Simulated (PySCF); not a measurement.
Choosing a molecule for a target property.

Each SMILES stands for a single optimised conformer of the isolated species, non-relativistic unless stated; the electronic structure was computed with PySCF and density fitting.

The conformers computed, where there is a choice (atom-mapped SMILES and torsion angles):
- `[CH3:1][c:2]1[cH:3][cH:4][cH:5][c:6]([O:7][C:8]([F:9])([F:10])[F:11])[cH:12]1`: C5–C6–O7–C8 0°, C6–O7–C8–F9 -61°
- `[CH2:1]=[C:2]1[CH:3]=[CH:4][C:5](=[O:6])[CH:7]=[C:8]1[O:9][CH:10]=[O:11]`: C7–C8–O9–C10 -27°, C8–O9–C10–O11 -2°
- `[CH3:1][S:2][C@@:3]([CH3:4])([SiH3:5])[CH:6]([F:7])[F:8]`: C1–S2–C3–C4 -71°, S2–C3–C6–F7 -72°
- `[CH2:1]=[C:2]([c:3]1[cH:4][c:5]1=[O:6])[C@H:7]([CH3:8])[C:9]([F:10])([F:11])[F:12]`: C1–C2–C3–C4 -176°, C1–C2–C7–C8 -120°, C2–C7–C9–F10 73°

Task: Wanted: HOMO energy below -7.7 eV (PBE0/pcSseg-1) and smallest rotational constant above 0.6 GHz (GFN2-xTB), at GFN2-xTB geometries. Which candidate meets both?
A. `C=C1C=CC(=O)C=C1OC=O`
B. `O(C(F)(F)F)c1cc(C)ccc1`
C. `[C@](C(F)F)(SC)(C)[SiH3]`
D. `C(/C)=C\C#N`
E. `C=C(c1cc1=O)[C@H](C)C(F)(F)F`

Result: D. Computed values:
```csv
species,HOMO energy,smallest rotational constant
C(/C)=C\C#N,-7.98 eV,2.236 GHz
C=C1C=CC(=O)C=C1OC=O,-7.47 eV,0.628 GHz
O(C(F)(F)F)c1cc(C)ccc1,-7.36 eV,0.455 GHz
C=C(c1cc1=O)[C@H](C)C(F)(F)F,-6.87 eV,0.572 GHz
[C@](C(F)F)(SC)(C)[SiH3],-6.60 eV,0.984 GHz
```

Task: Wanted: HOMO–LUMO gap below 6 eV (PBE0/pcSseg-1) and dipole moment above 4.6 D (PBE0/pcSseg-1), at GFN2-xTB geometries. Which candidate meets both?
A. `C(/C)=C\C#N`
B. `C=C1C=CC(=O)C=C1OC=O`
C. `O(C(F)(F)F)c1cc(C)ccc1`
D. `[C@](C(F)F)(SC)(C)[SiH3]`
E. `C=C(c1cc1=O)[C@H](C)C(F)(F)F`

Result: B. Computed values:
```csv
species,HOMO–LUMO gap,dipole moment
C=C1C=CC(=O)C=C1OC=O,4.55 eV,5.80 D
C=C(c1cc1=O)[C@H](C)C(F)(F)F,4.71 eV,4.37 D
C(/C)=C\C#N,6.66 eV,4.75 D
O(C(F)(F)F)c1cc(C)ccc1,6.77 eV,3.17 D
[C@](C(F)F)(SC)(C)[SiH3],7.00 eV,2.68 D
```
